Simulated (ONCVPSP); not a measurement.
## How hard is this N (Z = 7) ONCV potential?

* Element: N
* Generator: ONCVPSP 4.0.1
* Type: optimised norm-conserving Vanderbilt (ONCV)
* Functional: PBEsol
* Relativity: scalar-relativistic
* Frozen core: [He]
* Valence charge: 5
* Reference configuration: 2s1.75 2p3.25
* Partial waves: 2s: rc 1.00 bohr, ncon 3, nbas 8, qcut 6.2 1/bohr, 3 projectors, debl 2.6 Ha; 2p: rc 1.50 bohr, ncon 4, nbas 8, qcut 10.2 1/bohr, 2 projectors, debl 2.2 Ha; d scattering state at 0.45 Ha: rc 1.00 bohr, ncon 3, nbas 6, qcut 10.8 1/bohr, local
* Local potential: the d channel
* Core correction: none

For each optimised wave give the share of its norm inside rc, the residual kinetic energy above qcut (Ha) and the cutoffs (Ha) for errors of 10, 1, 0.1 and 0.01 mHa per electron.

```tsv
wave	norm inside rc	residual KE	10 mHa	1 mHa	0.1 mHa	0.01 mHa
2s	0.330	2.3e-03	13.5	35.4	186.4	not reached
s projector 2	0.066	1.7e-03	12.1	21.0	69.3	248.7
s projector 3	0.073	6.8e-03	17.9	37.7	122.3	281.7
2p	0.602	2.9e-08	21.7	29.8	36.5	41.9
p projector 2	0.106	2.9e-07	23.0	32.0	39.3	45.1
d projector 1	0.003	3.7e-08	2.6	8.0	18.2	31.5
```

The occupied waves need 35 Ha and 186 Ha for 1 and 0.1 mHa. Rows with under 1 % of the norm inside rc give no meaningful cutoff.
